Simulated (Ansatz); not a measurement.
Changing the shape of VO, quartet

Calculated in Ansatz's Gaussian-basis code. Basis cc-pVDZ, nonrelativistic, 10 orbitals frozen in the corrections; active space CAS(9,9). Restricted Hartree–Fock, then the lowest state-specific CASSCF solution met for each case. Coupled cluster stands on the determinant that it favours, not always the lowest RHF. On stretched bonds single-reference methods can fail or change state. Unlike active orbitals can shift such differences by tenths of an eV, at times by over 1 eV.

Case A: bond length 1.8274 Å.

Case B: bond length 1.5890 Å.

Energy less that of case A, in eV:

```
case  RHF/ROHF  CASSCF  SC-NEVPT2
   B    -1.080  -0.967     -0.791
```

Give the CCSDT energies against case A.

B: -0.725 eV (-16.7 kcal/mol).
